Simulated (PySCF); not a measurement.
## Stretching SrGa

Set-up: PySCF, scalar-relativistic core potentials, basis sets Sr def2-SVP with ECP28, Ga def2-SVP. Energies in eV from Sr + Ga in their ground configurations at the same level. All curves are PBE0. state 1: ²Π (doublet), unpaired electrons π ↑; state 2: quartet, unpaired electrons σ ↑, π ↑↑, a second solution, started from another occupation; state 3: ⁴Π (quartet), unpaired electrons σ ↑↑, π ↑, a second solution, started from another occupation; state 4: Ms = 0.5 determinant of mixed spin (⟨S²⟩ near 1.8), unpaired electrons σ ↓, π ↑↑, a second solution, started from another occupation.

```tsv
R (Å)	state 1	state 2	state 3	state 4
2.829	-0.3151	-0.2399	0.1980	0.0276
2.961	-0.4910	-0.2287	0.0588	0.0373
3.093	-0.5854	-0.1599	-0.0015	0.1022
3.191	-0.6177	-0.0836	-0.0095	0.1745
3.290	-0.6261	0.0064	0.0058	0.2598
3.389	-0.6168	0.1049	0.0387	0.3535
3.520	-0.5855	0.2432	0.1019	0.4852
3.685	-0.5284	0.4185	0.2010	0.6529
3.882	-0.4491	0.6228	0.3359	0.8493
4.145	-0.3456	0.8737	0.5241	1.0926
```

Problem. Put a parabola through the three lowest points of the state 1 curve and estimate Re, k and ωe (reduced mass 38.63 u; 1 eV/Å² = 0.16022 mdyn/Å; ωe = 1302.8·√(k/μ) cm⁻¹).

Solution. Through R = 3.191, 3.29, 3.389 Å the second-order coefficient is 0.903 eV/Å², so Re ≈ 3.287 Å, k ≈ 0.289 mdyn/Å and ωe ≈ 113 cm⁻¹. A polynomial fit of higher order to the unrounded PBE0 energies gives Re = 3.282 Å, k = 0.296 mdyn/Å, ωe = 114 cm⁻¹; anharmonicity and rounding make the difference.

The higher-order fit for each curve: state 1: Re = 3.282 Å, ωe = 114 cm⁻¹, De = 0.63 eV; state 3: Re = 3.172 Å, ωe = 133 cm⁻¹, minimum 0.010 eV below the ground-state fragments. State 2 gave no clean fit. State 4 gave no clean fit.

⟨S²⟩ is raised (SrGa 0.98), so spin contamination touches these numbers. Spin–orbit coupling is left out. The state is the lowest determinant that a PBE0 search found; another state may lie lower at other levels.
